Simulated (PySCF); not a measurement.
GeO₃, SMILES [O]1[O][Ge]1=[O]. Geometry optimised at PBE-D3(BJ)/def2-SVP.

Computed equilibrium geometry at PBE-D3(BJ)/def2-SVP (PySCF confirms it by a frequency run) as Cartesian coordinates in Å, and its point group:
point group C2v.
```xyz
4

Ge     0.0000     0.0000     0.2181
O      0.0000     0.0000     1.8573
O      0.0000     0.8277    -1.3649
O      0.0000    -0.8277    -1.3649
```
